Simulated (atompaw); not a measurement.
PBEsol PAW (atompaw) dataset for S (Z = 16), scalar-relativistic all-electron reference.

| Quantity | Value |
| --- | --- |
| Element | S |
| Generator | atompaw 4.2.0.5 |
| Type | PAW |
| Functional | PBEsol |
| Relativity | scalar-relativistic |
| Frozen core | [Ne] |
| Valence charge | 6 |
| Reference configuration | 3s2 3p4 |
| Partial waves | 3s (bound): rc 1.45 bohr; 3s channel at 1.5 Ry: rc 1.45 bohr; 3p (bound): rc 1.45 bohr; 3p channel at 0.1 Ry: rc 1.45 bohr; 3d channel at 0.05 Ry: rc 1.45 bohr; 3d channel at 2.4 Ry: rc 1.05 bohr |
| Local potential | troulliermartins scheme with l = 3 at -0.5 Ry, radius 1.15 bohr |
| Core correction | smooth core density matched at 1.00 bohr |
| Augmentation charge | besselshape compensation charge, radius 1.30 bohr; PAW radius 1.45 bohr; waves and projectors: custom rrkj gramschmidtortho |

Q: Does the generator finish with these settings?

A: Yes, a potential is produced.

Q: Estimate the cutoffs (Ry, on a coarse ladder) from which the occupation-weighted sum of valence levels, in a spherical-Bessel basis at the reference potential, stays within 10 and 1 mRy of its value at 400 Ry.

A: 18 Ry and 35 Ry.

Q: Does the potential have ghost states?

A: No extra level below or beside the all-electron valence levels (s, p, d, f tested).

Q: Is the overlap operator S = 1 + Σ q|β⟩⟨β| positive definite (Bessel basis up to 400 Ry)?

A: Yes: its lowest eigenvalue is 0.08 (d channel).
